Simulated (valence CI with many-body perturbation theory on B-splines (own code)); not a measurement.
E1 line list for O II

Method: valence CI with perturbative core correlation (CI+MBPT): five valence electrons over a frozen Dirac-Fock core [He], a basis of 10 s, 10 p, 9 d, 7 f, 4 g, 2 h functions for each j, with the one-electron correlation potential Σ1, the two-electron term Σ2, the three-electron term Σ3, Breit, model QED; selected CI, second order for the rest, scaled by the run's own slope (own B-spline code, finite nucleus).

Against 59 measured levels this calculation errs by 105 cm⁻¹ on average and by 260 at most. These come from a selection out of the NIST Handbook of Basic Atomic Spectroscopic Data. Levels without a partner in it may be off by more. Among the levels kept, up to 910 cm⁻¹ of a level comes from second order outside the variational space, and about a tenth of that is noise between levels of different J, which matters for small intervals.

Lines 151 to 200 of 294 in falling wavelength, among levels below 29.889 eV, chosen from the strongest by gf and those to the six lowest levels. Wavelengths and rates use the calculated energies, so an error of 100 cm⁻¹ moves a line at 1076 Å by 0.11 % and its rate by three times that or more. Electric multipoles are in the length gauge, E1 and E2 with the static RPA response of the core. Weak lines are less certain than strong ones. Lines between different terms over intervals too small for the method are left out, as are lines whose strength nearly cancels.

Letters in brackets count levels of one name in rising energy.

| λ vac (Å) | λ from measured levels | Upper | Lower | A (s⁻¹) | log gf | Branch % |
| --- | --- | --- | --- | --- | --- | --- |
| 1076 | 1075 | 2s.2p4 4P_5/2 | 2s2.2p3 2D°_5/2 | 2.88e+03 | -5.52 | 0.0 |
| 1060 | 1059 | 2s2.2p2.3p 2P°_3/2 [a] | 2s.2p4 4P_5/2 | 6.57e+03 | -5.35 | 0.0 |
| 918.2 | 918.2 | 2s2.2p2.3p 2F°_7/2 | 2s.2p4 4P_5/2 | 7.65e+02 | -6.11 | 0.0 |
| 908.2 | 908.2 | 2s2.2p2.3p 2D°_5/2 [b] | 2s.2p4 4P_5/2 | 1.33e+03 | -6.01 | 0.0 |
| 834.4 | 834.5 | 2s.2p4 4P_5/2 | 2s2.2p3 4S°_3/2 | 8.54e+08 | -0.27 | 100.0 |
| 833.3 | 833.3 | 2s.2p4 4P_3/2 | 2s2.2p3 4S°_3/2 | 8.57e+08 | -0.45 | 100.0 |
| 832.7 | 832.8 | 2s.2p4 4P_1/2 | 2s2.2p3 4S°_3/2 | 8.57e+08 | -0.75 | 100.0 |
| 797.1 | 796.7 | 2s.2p4 2D_5/2 | 2s2.2p3 2P°_3/2 | 2.08e+08 | -0.93 | 9.3 |
| 797.0 | 796.6 | 2s.2p4 2D_3/2 | 2s2.2p3 2P°_3/2 | 2.88e+07 | -1.96 | 1.3 |
| 796.9 | 796.6 | 2s.2p4 2D_3/2 | 2s2.2p3 2P°_1/2 | 1.69e+08 | -1.19 | 7.5 |
| 718.7 | 718.6 | 2s.2p4 2D_5/2 | 2s2.2p3 2D°_3/2 | 1.30e+08 | -1.22 | 5.8 |
| 718.6 | 718.6 | 2s.2p4 2D_3/2 | 2s2.2p3 2D°_3/2 | 1.85e+09 | -0.24 | 82.2 |
| 718.5 | 718.5 | 2s.2p4 2D_5/2 | 2s2.2p3 2D°_5/2 | 1.91e+09 | -0.05 | 84.9 |
| 718.5 | 718.5 | 2s.2p4 2D_3/2 | 2s2.2p3 2D°_5/2 | 2.01e+08 | -1.21 | 9.0 |
| 692.4 | 690.8 | 2s2.2p2.3s 4P_1/2 | 2s2.2p3 2P°_3/2 | 1.54e+05 | -4.66 | 0.0 |
| 692.2 | 690.8 | 2s2.2p2.3s 4P_1/2 | 2s2.2p3 2P°_1/2 | 2.93e+03 | -6.38 | 0.0 |
| 691.9 | 690.3 | 2s2.2p2.3s 4P_3/2 | 2s2.2p3 2P°_3/2 | 1.05e+05 | -4.52 | 0.0 |
| 691.7 | 690.3 | 2s2.2p2.3s 4P_3/2 | 2s2.2p3 2P°_1/2 | 1.62e+04 | -5.33 | 0.0 |
| 691.1 | 689.5 | 2s2.2p2.3s 4P_5/2 | 2s2.2p3 2P°_3/2 | 1.45e+03 | -6.21 | 0.0 |
| 675.2 | 673.8 | 2s2.2p2.3s 2P_1/2 | 2s2.2p3 2P°_3/2 | 1.83e+08 | -1.60 | 4.7 |
| 675.1 | 673.8 | 2s2.2p2.3s 2P_1/2 | 2s2.2p3 2P°_1/2 | 3.61e+08 | -1.31 | 9.4 |
| 674.4 | 672.9 | 2s2.2p2.3s 2P_3/2 | 2s2.2p3 2P°_3/2 | 4.73e+08 | -0.89 | 12.2 |
| 674.3 | 673.0 | 2s2.2p2.3s 2P_3/2 | 2s2.2p3 2P°_1/2 | 9.59e+07 | -1.58 | 2.5 |
| 643.9 | 644.2 | 2s.2p4 2S_1/2 | 2s2.2p3 2P°_3/2 | 3.43e+09 | -0.37 | 66.0 |
| 643.8 | 644.2 | 2s.2p4 2S_1/2 | 2s2.2p3 2P°_1/2 | 1.76e+09 | -0.66 | 34.0 |
| 632.4 | 631.3 | 2s2.2p2.3s 4P_1/2 | 2s2.2p3 2D°_3/2 | 5.92e+05 | -4.15 | 0.1 |
| 632.0 | 630.9 | 2s2.2p2.3s 4P_3/2 | 2s2.2p3 2D°_3/2 | 1.56e+05 | -4.43 | 0.0 |
| 631.9 | 630.8 | 2s2.2p2.3s 4P_3/2 | 2s2.2p3 2D°_5/2 | 8.82e+05 | -3.68 | 0.1 |
| 631.4 | 630.2 | 2s2.2p2.3s 4P_5/2 | 2s2.2p3 2D°_3/2 | 1.87e+03 | -6.17 | 0.0 |
| 631.3 | 630.2 | 2s2.2p2.3s 4P_5/2 | 2s2.2p3 2D°_5/2 | 3.48e+04 | -4.90 | 0.0 |
| 618.1 | 617.1 | 2s2.2p2.3s 2P_1/2 | 2s2.2p3 2D°_3/2 | 3.31e+09 | -0.42 | 85.9 |
| 617.4 | 616.4 | 2s2.2p2.3s 2P_3/2 | 2s2.2p3 2D°_3/2 | 3.12e+08 | -1.15 | 8.0 |
| 617.3 | 616.3 | 2s2.2p2.3s 2P_3/2 | 2s2.2p3 2D°_5/2 | 3.00e+09 | -0.16 | 77.3 |
| 602.0 | 602.5 | 2s.2p4 2D_5/2 | 2s2.2p3 4S°_3/2 | 2.22e+03 | -6.14 | 0.0 |
| 601.3 | 600.6 | 2s2.2p2.3s 2D_5/2 | 2s2.2p3 2P°_3/2 | 4.68e+08 | -0.82 | 29.4 |
| 601.3 | 600.6 | 2s2.2p2.3s 2D_3/2 | 2s2.2p3 2P°_3/2 | 8.69e+07 | -1.72 | 5.5 |
| 601.2 | 600.6 | 2s2.2p2.3s 2D_3/2 | 2s2.2p3 2P°_1/2 | 3.94e+08 | -1.07 | 24.8 |
| 591.7 | 592.1 | 2s.2p4 2S_1/2 | 2s2.2p3 2D°_3/2 | 8.72e+05 | -4.04 | 0.0 |
| 581.0 | 581.0 | 2s.2p4 2P_3/2 | 2s2.2p3 2P°_3/2 | 1.34e+09 | -0.57 | 17.6 |
| 580.9 | 581.0 | 2s.2p4 2P_3/2 | 2s2.2p3 2P°_1/2 | 2.69e+08 | -1.26 | 3.5 |
| 580.4 | 580.4 | 2s.2p4 2P_1/2 | 2s2.2p3 2P°_3/2 | 6.04e+08 | -1.22 | 8.0 |
| 580.3 | 580.4 | 2s.2p4 2P_1/2 | 2s2.2p3 2P°_1/2 | 1.04e+09 | -0.98 | 13.7 |
| 555.6 | 555.1 | 2s2.2p2.3s 2D_5/2 | 2s2.2p3 2D°_3/2 | 8.01e+07 | -1.65 | 5.0 |
| 555.6 | 555.1 | 2s2.2p2.3s 2D_3/2 | 2s2.2p3 2D°_3/2 | 1.02e+09 | -0.73 | 63.7 |
| 555.5 | 555.1 | 2s2.2p2.3s 2D_5/2 | 2s2.2p3 2D°_5/2 | 1.04e+09 | -0.54 | 65.6 |
| 555.5 | 555.1 | 2s2.2p2.3s 2D_3/2 | 2s2.2p3 2D°_5/2 | 9.70e+07 | -1.75 | 6.1 |
| 540.3 | 539.9 | 2s2.2p2.3s 4P_1/2 | 2s2.2p3 4S°_3/2 | 9.84e+08 | -1.06 | 99.9 |
| 540.0 | 539.5 | 2s2.2p2.3s 4P_3/2 | 2s2.2p3 4S°_3/2 | 9.81e+08 | -0.77 | 99.9 |
| 539.5 | 539.1 | 2s2.2p2.3s 4P_5/2 | 2s2.2p3 4S°_3/2 | 9.81e+08 | -0.59 | 100.0 |
| 538.2 | 538.3 | 2s.2p4 2P_3/2 | 2s2.2p3 2D°_3/2 | 6.07e+08 | -0.98 | 8.0 |

(1) How does gf follow from A for the line at 618.1 Å?

## Answers

(1) gf = 1.4992 × (2J+1)_upper × A / σ², with σ = 161794 cm⁻¹ and 2J+1 = 2: gf = 0.379.
